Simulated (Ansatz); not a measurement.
Reactions of C6H12 (`CC1CCCC1`).

Computed with Ansatz on PBE0-D4/def2-TZVP structures; ΔE is electronic, products minus reactants. CBS: MP2 limit from def2 TZ/QZ plus the TZ coupled-cluster correction, frozen cores. This one scheme is used for every species. def2 core potentials past Kr. For Sn outer-core shells are correlated without core-valence functions, which leaves a few kJ/mol of doubt a bond. One conformer a species, not always the lowest.

```json
{"reaction": "`CC1CCCC1` → `C/C=C\\CCC`", "MP2/CBS(def2) (eV)": "0.74", "CCSD(T)/CBS(def2) (eV)": "0.65"}
{"reaction": "`CC1CCCC1` → `C=CCCCC`", "MP2/CBS(def2) (eV)": "0.82", "CCSD(T)/CBS(def2) (eV)": "0.72"}
{"reaction": "`CC1CCCC1` + `N=[CH][SnH3]` → `C[C](=N)[SnH3]` + `C1CCCC1`", "MP2/CBS(def2) (eV)": "-0.24", "CCSD(T)/CBS(def2) (eV)": "-0.22"}
{"reaction": "`CC1CCCC1` + `C[SiH2]O[SiH3]` → `CC[SiH2]O[SiH3]` + `C1CCCC1`", "MP2/CBS(def2) (eV)": "0.22", "CCSD(T)/CBS(def2) (eV)": "0.20"}
{"reaction": "`CC1CCCC1` + H₂S → `SC1CCCC1` + CH₄", "MP2/CBS(def2) (eV)": "-0.05", "CCSD(T)/CBS(def2) (eV)": "-0.01"}
```

Largest T1 diagnostic: 0.014, for `C[C](=N)[SnH3]`.
